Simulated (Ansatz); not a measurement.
`[NH2][Al]([NH2])[F]` + `O[SiH2][AlH][Cl]` → `[NH2][Al]([NH2])[Cl]` + `O[SiH2][AlH][F]`  (redistribution)

Gas-phase electronic energies from Ansatz, PBE0-D4/def2-TZVP geometries. CCSD(T)/CBS is the MP2 limit (def2-TZVPP, def2-QZVPP) plus CCSD(T) − MP2 in def2-TZVPP, frozen cores. This one scheme is used for every species. Functionals use def2-TZVPP. B3LYP here is the variant with VWN-RPA as its local correlation; programs differ in this. Each species was taken in one conformer, which may not be the lowest.

| level | ΔE (kJ/mol) |
| --- | --- |
| revPBE-D4 | 2.4 |
| B3LYP-D4 | 1.6 |
| PBE-QIDH | 2.1 |
| r2SCAN | 2.0 |
| PBE0 | 2.1 |
| BHLYP | 1.0 |
| CCSD/def2-SVP | 2.7 |
| CCSD(T)/def2-TZVPP | 1.7 |

What does CCSD(T)/CBS give? (An estimate is asked.)

Computed: +2.0 kJ/mol. The listed levels differ from it by 0.4, -0.4, 0.1, 0.0, 0.1, -1.0, 0.7, -0.3 kJ/mol.

Largest T1 diagnostic among the species: 0.013.

Leaving LDA and LC-ωPBE aside and taking each functional with its dispersion term where it has one, the values, not all of them listed here, spread over 2.5 kJ/mol, from B97M-V to HSE06-D4.
